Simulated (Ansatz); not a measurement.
LnCl3: PBE0-D4/def2-SVP single points in Ansatz on relaxed structures, gas phase. Core potentials for Ce, Dy, Er, Gd, Tb, no spin–orbit coupling. HOMO and LUMO are taken over both spins. With an open 4f shell the SCF may have ended above the lowest state. The structures are stationary points that may keep the symmetry of their start.

```
species  atoms    state            geometry  HOMO (eV)  LUMO (eV)  gap (eV)  point group (within 0.1 Å)
  CeCl3      4  doublet  r2SCAN-D4/def2-SVP      -7.78      -2.48      5.30                         C3v
  GdCl3      4    octet     PBE-D4/def2-SVP      -8.68      -2.92      5.76                         C3v
  TbCl3      4   septet   B3LYP-D4/def2-SVP      -8.83      -3.08      5.76                         C3v
  DyCl3      4   sextet    PBE0-D4/def2-SVP      -8.89      -3.34      5.55                           –
  ErCl3      4  quartet  r2SCAN-D4/def2-SVP      -8.95      -3.36      5.59                         D3h
```

The gap (eV) runs from 5.30 (CeCl3) to 5.76 (GdCl3).
